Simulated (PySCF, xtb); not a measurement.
C3H3ClF2, SMILES F[C@@H]1[C@H](F)[C@H]1Cl.

Geometry: B3LYP-D3(BJ)/def2-SVP. The structure was generated by enumeration; whether it is a known compound was not checked.

These are C-PCM-M06-2X/def2-SVP (PySCF 2.14.0) values and carry that method's errors.

The values are the electrostatic part of the solvation free energy, E(continuum) − E(gas) at the gas-phase geometry, in a cavity of scaled van der Waals radii (PySCF's table); cavitation and dispersion terms are not included. In vacuum the orbital gap is 10.71 eV. The dipole moment in vacuum is 1.32 D.

```csv
solvent,ε,ΔG(elec) (kcal/mol),dipole (D),gap (eV)
water,78.36,-4.2,1.59,10.82
chloroform,4.71,-3.3,1.53,10.80
ethanol,24.85,-4.1,1.58,10.81
```

For comparison, GFN2-xTB/ALPB(water) (xtb, at the GFN2-xTB geometry, all terms of that model) gives -3.1 kcal/mol.
